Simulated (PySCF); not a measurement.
Telling isomers of C₇H₁₁ClSi apart by NMR

Method: σ from GIAO-PBE0/pcSseg-1, structure optimised with GFN2-xTB, in PySCF 2.14.0 with density-fitted response routines (one computed conformer, averaged over atoms made equivalent by symmetry, fast rotation or ring inversion, in vacuum, no relativistic terms).

δ = σ(ref) − σ, references computed at the same level: ¹H and ¹³C vs TMS. Where no couplings were computed, multiplicities follow the n + 1 count of equivalent neighbours, and m marks all less simple cases (inequivalent or close neighbours, rings, F or P nearby). Shifts are as computed. Against solution values, carbons near 30 ppm lie about +3 ppm off and those near 130 ppm about +5 ppm; carbons on Cl a further +6 ppm. Of 1211 compounds with measured shifts, 218 miss one by over three times the rms of a fit or turn the order of signals round; such compounds aren't used in these exercises. Carbons bonded to Cl come out too deshielded.

(1) Tabulate the signals of `C=C[C@](C)(Cl)C1=C[SiH2]C1`, `Cl[C@@H]1[SiH2]C=C1C1CCC1`, `C=C[SiH2][C@@](C)(Cl)C#CC`, `CCCC1=CC=C(Cl)[SiH2]1` and their relative energies.

(2) What is the quickest way to tell Cl[C@@H]1[SiH2]C=C1C1CCC1 from CCCC1=CC=C(Cl)[SiH2]1?

(3) What is the quickest way to tell C=C[C@](C)(Cl)C1=C[SiH2]C1 from C=C[SiH2][C@@](C)(Cl)C#CC?

(4) What is the quickest way to tell C=C[C@](C)(Cl)C1=C[SiH2]C1 from CCCC1=CC=C(Cl)[SiH2]1?

Results:

(1) 
```json
{"SMILES": "C=C[C@](C)(Cl)C1=C[SiH2]C1", "carbon types": "2×C 2×CH 2×CH2 1×CH3", "δC": "174.9, 151.3, 135.0, 119.6, 73.8, 26.6, 17.2", "δH": "6.68 (m, 1H), 5.91 (m, 1H), 5.54 (m, 1H), 5.50 (m, 1H), 4.76 (m, 1H), 4.76 (m, 1H), 2.47 (m, 1H), 1.96 (m, 1H), 1.80 (s, 3H)", "E rel. (kcal/mol)": "16.4"}
{"SMILES": "Cl[C@@H]1[SiH2]C=C1C1CCC1", "carbon types": "1×C 3×CH 3×CH2", "δC": "184.3, 130.6, 50.1, 36.5, 28.2, 23.5, 16.6", "δH": "5.86 (m, 1H), 5.08 (m, 1H), 4.75 (m, 1H), 4.26 (m, 1H), 3.64 (m, 1H), 2.37 (m, 1H), 2.33 (m, 1H), 2.16 (m, 1H), 2.07 (m, 1H), 1.81 (m, 1H), 1.78 (m, 1H)", "E rel. (kcal/mol)": "17.1"}
{"SMILES": "C=C[SiH2][C@@](C)(Cl)C#CC", "carbon types": "3×C 1×CH 1×CH2 2×CH3", "δC": "145.4, 139.6, 93.7, 88.0, 52.1, 32.2, 5.2", "δH": "6.78 (m, 1H), 6.59 (m, 1H), 6.34 (m, 1H), 4.64 (m, 1H), 4.28 (m, 1H), 2.14 (s, 3H), 1.84 (s, 3H)", "E rel. (kcal/mol)": "32.0"}
{"SMILES": "CCCC1=CC=C(Cl)[SiH2]1", "carbon types": "2×C 2×CH 2×CH2 1×CH3", "δC": "150.8, 150.6, 150.2, 150.0, 40.8, 29.5, 16.0", "δH": "6.87 (m, 1H), 6.79 (m, 1H), 4.57 (s, 2H), 2.35 (t, 2H), 1.47 (m, 2H), 1.10 (t, 3H)", "E rel. (kcal/mol)": "0.0"}
```

Energies are electronic energies at PBE0/pcSseg-1 on these geometries, without zero-point or thermal terms, each for the one conformer computed, which needn't be the lowest.

(2) Both give the same number of carbon signals, but DEPT or the intensities differ. The first has an allylic sp3 CH bonded to Cl and Si at 50.1 ppm, the second a methyl carbon (CH3) at 16.0 ppm. Their most deshielded carbons lie at 184.3 and 150.8 ppm. In the proton spectra the most deshielded non-exchanging signals are 5.86 (m, 1H) and 6.87 (m, 1H).

(3) Both give the same number of carbon signals, but DEPT or the intensities differ. The first has a fully substituted alkene carbon (C) at 174.9 ppm, the second a terminal =CH2 carbon at 145.4 ppm.

(4) Both give the same number of carbon signals, with the same numbers of each carbon type, so the positions decide. The first has a terminal =CH2 carbon at 119.6 ppm, the second a fully substituted alkene carbon (C) at 150.0 ppm. Their most deshielded carbons lie at 174.9 and 150.8 ppm.
